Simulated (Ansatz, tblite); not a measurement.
Cost and result up the ladder for SnClH3 (SnH₃Cl) (5 atoms). The state is a singlet with charge 0. Geometry: PBE0-D4/def2-TZVP.

Cartesian coordinates in Å:
```
Sn 0.1148 -0.0315 0.1386
Cl -1.3511 0.3708 -1.6312
H 1.6305 -0.3451 -0.5645
H -0.5082 -1.3754 0.9728
H 0.1139 1.3813 1.0842
```

Ansatz on 4 threads of Arm Neoverse V2 on a shared host; xTB runs through tblite on one thread. Times are rough, summed over both states, and most runs start from the orbitals of an earlier one. CCSD(T)/def2-TZVPP serves as the yardstick here, not as an exact answer. The other state is a doublet.

In the def2 sets Sn takes a core potential; there is no spin–orbit coupling. The xTB rows come from tblite. Correlated methods freeze 9 core orbitals; core or outer-core shells of Sn are correlated, in sets that lack core-valence functions. In CCSD on the charge 1 doublet the largest single amplitude is 0.22, so its Hartree–Fock determinant may place the open shell otherwise than the density functionals do.

Run but left out: PBE-D4/def2-TZVP (charge +1 doublet: an occupied level 0.06 eV above an empty one).

Correlated methods converge slowly with the basis.

Raw xTB energies of ions are shifted by several eV.

```
              level  functions  wall time  vertical IE (eV)  difference from CCSD(T)/def2-TZVPP (eV)
           GFN1-xTB         24    0.004 s             15.37                                     4.28
           GFN2-xTB         21    0.004 s             14.77                                     3.68
r2SCAN-D4/def2-TZVP        105      5.8 s             10.78                                    -0.31
 CCSD(T)/def2-TZVPP        134       34 s             11.10                                     0.00
```
